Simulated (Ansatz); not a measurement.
Compare A (`F[SiH2]C1C=NC1`) with its isomer B (`FC1=NCC[SiH2]1`).

Calculated with Ansatz (gas phase, PBE0-D4/def2-TZVP geometries, no zero-point term in ΔE). CCSD(T)/CBS is the MP2 limit (def2-TZVPP, def2-QZVPP) plus CCSD(T) − MP2 in def2-TZVPP, frozen cores. DFT in def2-TZVPP. B3LYP here is the variant with VWN-RPA as its local correlation; programs differ in this. Each species was taken in one conformer, which may not be the lowest.

(1) Which isomer does CCSD(T)/CBS put lower? Give the gap. (Best estimate.)

(2) Give E(B) − E(A) in kcal/mol with MP2/def2-TZVPP, CCSD(T)/def2-TZVPP, B3LYP-D4, B2PLYP, r2SCAN-D4, B3LYP, HF/def2-TZVPP. (Estimate.)

Largest T1 diagnostic: 0.013.

## Answers

(1) Computed: A, by 17.8 kcal/mol.

(2) Ansatz gave: MP2/def2-TZVPP 19.2, CCSD(T)/def2-TZVPP 17.3, B3LYP-D4 13.9, B2PLYP 16.0, r2SCAN-D4 12.8, B3LYP 14.4, HF/def2-TZVPP 18.2. None reverses the order clearly.

From PBE to PBE0 (25 % exact exchange), in def2-TZVPP and without D4, E(B) − E(A) moves by +1.3 kcal/mol.
